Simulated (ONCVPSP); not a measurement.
Varying the ONCV potential for nitrogen

Base potential:

```json
{
  "Element": "nitrogen (N)",
  "Generator": "ONCVPSP 4.0.1",
  "Type": "optimised norm-conserving Vanderbilt (ONCV)",
  "Functional": "PBEsol",
  "Relativity": "scalar-relativistic",
  "Frozen core": "[He]",
  "Valence charge": "5",
  "Reference configuration": "2s2 2p2 (charge +1)",
  "Partial waves": "2s: rc 0.80 bohr, ncon 4, nbas 7, qcut 10.6 1/bohr, 2 projectors, debl 1 Ha; 2p: rc 2.20 bohr, ncon 4, nbas 7, qcut 7.8 1/bohr, 1 projector",
  "Local potential": "polynomial inside 0.65 bohr (lpopt 5, dvloc0 -1 Ha)",
  "Core correction": "Teter function fitted to the true core (icmod 2), fcfact 0.65"
}
```

In the s channel the program set the typed energies aside and used -1.187, 0.250 Ha.

Cutoffs, loose and tight: the cutoffs (Ha) at which the residual kinetic energy of the hardest occupied pseudo-wave falls to 1 and 0.1 mHa per electron. They do not see the model core or the augmentation charge, which bear on the density cutoff. Test errors are all-electron minus pseudo excitation energies from the reference, over the configurations 2s2 2p3; 2s2 2p1; 2s2 2p0; 2s0 2p5. A dash means not determined; rows that change the core or the reference have their own tests.

A true bound ghost makes a file unfit for plane-wave use even where its test errors are small: the radial tests pick states by their node count and pass the ghost by.

| change | outcome | cutoff, loose | cutoff, tight | bound ghosts | GHOST(+) flags above zero | largest test error (meV) |
| --- | --- | --- | --- | --- | --- | --- |
| base | generated, projector energies reset by the program | 31 Ha | 40 Ha | s | none | +1200 |
| p: rc 2.16 | generated, projector energies reset by the program | 31 Ha | 40 Ha | s | none | +1137 |
| p: rc 2.86 | generated, projector energies reset by the program | 31 Ha | 40 Ha | s | none | +2460 |
| p: rc 3.14 | generated, projector energies reset by the program | 31 Ha | 40 Ha | s | none | +3238 |

Problem. What comes out with this change to the base: p: rc 1.92?

Solution. outcome: generated, projector energies reset by the program; cutoff, loose: 31 Ha; cutoff, tight: 40 Ha; bound ghosts: s; GHOST(+) flags above zero: none; largest test error (meV): +849.

Problem. What comes out with this change to the base: p: rc 1.52?

Solution. outcome: generated, projector energies reset by the program; cutoff, loose: 31 Ha; cutoff, tight: 40 Ha; bound ghosts: s; GHOST(+) flags above zero: none; largest test error (meV): +444.

Problem. What comes out with this change to the base: p: rc 2.58?

Solution. outcome: generated, projector energies reset by the program; cutoff, loose: 31 Ha; cutoff, tight: 40 Ha; bound ghosts: s; GHOST(+) flags above zero: none; largest test error (meV): +1864.

Reading the sweep of the p radius (base included, trends over the rows without a ghost): Bound ghosts are found at 1.52, 1.92, 2.16, 2.2, 2.58, 2.86, 3.14 bohr. Every judged row has one, so this setting neither creates nor removes them.
